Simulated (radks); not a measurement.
As V, configuration [Ar] 3d10 4s1. Method: Dirac Kohn-Sham, LDA (Slater exchange, VWN5 correlation), spin-unpolarised, spherical densities, point nucleus; computed with a radial shooting solver on a logarithmic mesh with Libxc functionals.

Spin-orbit splittings of the eigenvalues, e(l+1/2) - e(l-1/2), with zeta = 2 splitting/(2l+1) and mean radii in bohr:

| shell | occ. | splitting (eV) | zeta (eV) | <r> j=l-1/2 | <r> j=l+1/2 |
|---|---|---|---|---|---|
| 2p | 6 | 36.50 | 24.34 | 0.1748 | 0.1785 |
| 3p | 6 | 5.050 | 3.367 | 0.6094 | 0.6200 |
| 3d | 10 | 0.7428 | 0.2971 | 0.6646 | 0.6689 |
| 4p | 0 | 0.5789 | 0.3859 | 1.868 | 1.890 |
